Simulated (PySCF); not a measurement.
Compound: C5H10AsBN2.
Atom-mapped SMILES: `[N:1]#[C:2][B:3]([AsH2:4])[N:5]1[CH2:6][CH2:7][CH2:8][CH2:9]1` (hydrogens: H10, H11 on As4; H12, H13 on C6; H14, H15 on C7; H16, H17 on C8; H18, H19 on C9)

Method: PBE0-D3(BJ)/def2-SVP geometry optimisation, gas phase in PySCF 2.14.0.

Question: Give the optimised bond lengths and angles.

Answer: 
| bond | length (pm) |
| --- | --- |
| N1≡C2 | 116.1 |
| C2–B3 | 154.8 |
| B3–As4 | 204.0 |
| B3–N5 | 138.7 |
| N5–C6, N5–C9 | 146.7 |
| C6–C7, C8–C9 | 152.3 |
| C7–C8 | 152.5 |
| As4–H10, As4–H11 | 152.2 |
| C6–H12 and 3 like bonds | 110.2 |
| C7–H14 and 3 like bonds | 110.1 |

Bonds in one row agree within 1 pm and their mean is given. A selection of angles:
| angle | degrees |
| --- | --- |
| N1–C2–B3 | 179.0 |
| C2–B3–As4 | 119.0 |
| C2–B3–N5 | 118.8 |
| As4–B3–N5 | 122.0 |
| B3–N5–C6 | 125.1 |
| C6–N5–C9 | 110.1 |
| N5–C6–C7 | 104.3 |
| C6–C7–C8 | 102.4 |
| C7–C8–C9 | 102.5 |
| N5–C9–C8 | 104.7 |

Dihedral angles: C2–B3–N5–C6 0° (synperiplanar); B3–N5–C6–C7 -166° (antiperiplanar); N5–C6–C7–C8 -33° (synclinal); C6–C7–C8–C9 40° (synclinal); C7–C8–C9–N5 -31° (synclinal); B3–N5–C9–C8 -169° (antiperiplanar). The mirror-image conformer, all signs reversed, is as good.

N5 (boron-bound nitrogen) is planar (angles 125.1°, 124.7° and 110.1°, sum 360.0°, 0.00 Å off the plane of its three neighbours). As4 (arsenic bonded to B and 2 H) is pyramidal (angles 95.3°, 95.3° and 94.0°, sum 284.6°, 0.87 Å off the plane of its three neighbours). B3 (three-coordinate boron) is planar (angles 122.0°, 119.0° and 118.8°, sum 359.8°, 0.04 Å off the plane of its three neighbours). Of the pairs four or more bonds apart, C2···H13 is among the closest relative to their van der Waals radii: 2.75 Å, 95 % of the sum of Bondi's values. The C–N distances run from 1.161 Å (N1≡C2, drawn triple) to 1.469 Å (N5–C6, drawn single), a spread of 0.308 Å. All 3 C–C bonds measure 1.522 to 1.525 Å. The 5-membered ring N5–C6–C7–C8–C9 has internal angles of 102.4° to 110.1°; it is puckered, 0.17 Å rms from its mean plane, widest ring torsion 40°.

Point group: C1 (no symmetry element, even within 0.4 Å). Whether it is a minimum is left open (no frequencies). The numbers are those of one conformer (C2–B3–As4–H 132° and 38°, C2–B3–N5–C6 0°, B3–N5–C6–C7 -166°, N5–C6–C7–C8 -33°, C6–C7–C8–C9 40°, C7–C8–C9–N5 -31°).
